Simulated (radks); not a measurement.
Results of a calculation; reference values are marked as such.
Lu29+, 42 electrons, occupied as [Kr] 4d6 (the NIST ground configuration). Level of theory: scalar-relativistic Kohn-Sham, PBE, spin-polarised, spherical densities, finite nucleus; open shells are filled with parallel spins first (spin-orbit coupling, left out, can overturn this in heavy ions); Fermi nuclear charge, rms radius 5.37 fm (a radial shooting solver on a logarithmic mesh with Libxc functionals).

Unscreened Slater integrals over Kohn-Sham orbitals (hartree). They are taken over the spin-up orbitals.

integral,value
"F0(4d,4d)",1.9310
"F2(4d,4d)",0.98883
"F4(4d,4d)",0.67287
"F0(4d,4p)",1.9394
"F2(4d,4p)",0.99968
"G1(4d,4p)",1.2499
"G3(4d,4p)",0.79882
"F0(4d,4s)",1.9718
"G2(4d,4s)",0.98960
"F0(4p,4p)",1.9525
"F2(4p,4p)",1.0228
"F0(4p,4s)",1.9848
"G1(4p,4s)",1.3466
"F0(4s,4s)",2.0199

Derived for the open shells (J is the average intra-shell exchange parameter used in DFT+U). 4d: Racah B = F2/49 - 5 F4/441 = 0.01255 hartree, C = 35 F4/441 = 0.05340 hartree, C/B = 4.25, F4/F2 = 0.680, J = (F2 + F4)/14 = 0.1187 hartree.
